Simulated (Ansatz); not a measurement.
Energy difference 2 R1 → P1 + P2, each structure at its B3LYP-D3(BJ)/def2-TZVP stationary point, reached from a drawn start (curvature not checked).
P1, I3Ti (SMILES [I][Ti]([I])[I]) (charge 0, multiplicity 2):
```
atom    x (Å)    y (Å)    z (Å)
----  -------  -------  -------
Ti     0.0001   0.0000  -0.0010
I      2.5648  -0.0098  -0.0088
I     -1.2738   2.2259  -0.0016
I     -1.2909  -2.2161   0.0113
```
R1, I2Ti (SMILES [I][Ti][I]) (charge 0, multiplicity 3, Z-matrix in Å and degrees):
```
Ti
I 1 2.6140
I 1 2.6140 2 179.84
```
P2, ITi (SMILES [Ti][I]) (charge 0, multiplicity 4):
```xyz
2

Ti    -0.0095    -0.0191    -1.3208
I      0.0095     0.0191     1.3208
```

P less R. No zero-point or thermal terms; open shells are unrestricted; no spin–orbit coupling. The spin states of the d-block species are the ones drawn and need not be the lowest.

Frozen-core correlation throughout. In cc and def2 sets filled d and f shells under p-block atoms count as core.

The values were computed with Ansatz (Gaussian orbitals). Each number belongs to the level named beside it. Elements past Kr take the def2 small-core potentials, without spin–orbit coupling.

Total energies in hartree:

| structure | PBE/def2-TZVPP | PBE0/def2-TZVPP | CCSD(T)/def2-TZVPP |
|---|---|---|---|
| P1 | -1742.518044 | -1742.608621 | -1739.190404 |
| R1 | -1444.722635 | -1444.803597 | -1442.289821 |
| P2 | -1146.915725 | -1146.971843 | -1145.353764 |

Problem. Work out the reaction energy at each level in kcal/mol (1 hartree = 627.50947 kcal/mol), and say how far PBE/def2-TZVPP lies from CCSD(T)/def2-TZVPP.

Solution. 
- PBE/def2-TZVPP: (-1742.518044) + (-1146.915725) − 2 × (-1444.722635) = 0.011501 hartree = 7.22 kcal/mol
- PBE0/def2-TZVPP: (-1742.608621) + (-1146.971843) − 2 × (-1444.803597) = 0.026730 hartree = 16.77 kcal/mol
- CCSD(T)/def2-TZVPP: (-1739.190404) + (-1145.353764) − 2 × (-1442.289821) = 0.035474 hartree = 22.26 kcal/mol
PBE/def2-TZVPP less CCSD(T)/def2-TZVPP: -15.04 kcal/mol. CCSD(T)/def2-TZVPP is the level counted from, the highest shown, and no exact or measured value.

Ansatz is an electronic-structure program.
